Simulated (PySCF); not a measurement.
C2H3ClF2Si2, SMILES [SiH](F)(C#C[SiH2]Cl)F, PBE0/def2-SVP optimised geometry.

```
10

Si    -2.40    -0.40     0.00
F     -2.92    -1.08     1.36
F     -2.92     1.12     0.00
C     -0.58    -0.40     0.00
C      0.65    -0.43    -0.04
Si     2.48    -0.45    -0.06
Cl     3.14    -1.51    -1.70
H     -2.97    -1.12    -1.15
H      2.97     0.95    -0.15
H      2.97    -1.12     1.18
```

Density from PBE0/def2-TZVP run with PySCF 2.14.0 at that geometry.

Minimum of the electron density along straight lines between bonded atoms, close to the bond critical point (lines longer than 1.1 times the sum of covalent radii, or with two minima, are not listed):

| bond | length / Å | ρ at the minimum / e bohr⁻³ | ∇²ρ there / e bohr⁻⁵ | position (fraction from the first atom) |
|---|---|---|---|---|
| Si1–F2 | 1.609 | 0.137 | 0.95 | 0.42 |
| Si1–F3 | 1.609 | 0.137 | 0.95 | 0.42 |
| Si1–C4 | 1.821 | 0.125 | 0.31 | 0.39 |
| C4–C5 | 1.224 | ? | ? | 0.50 |
| C5–Si6 | 1.838 | 0.119 | 0.30 | 0.61 |
| Si6–Cl7 | 2.061 | ? | 0.22 | 0.36 |
| Si1–H8 | 1.474 | 0.131 | 0.13 | 0.49 |
| Si6–H9 | 1.485 | 0.125 | 0.14 | 0.49 |
| Si6–H10 | 1.485 | 0.125 | 0.14 | 0.49 |

**Question.** What belongs in the gaps?

**Answer.** 
- C4–C5, ρ at the minimum / e bohr⁻³: 0.414
- C4–C5, ∇²ρ there / e bohr⁻⁵: -1.27
- Si6–Cl7, ρ at the minimum / e bohr⁻³: 0.098
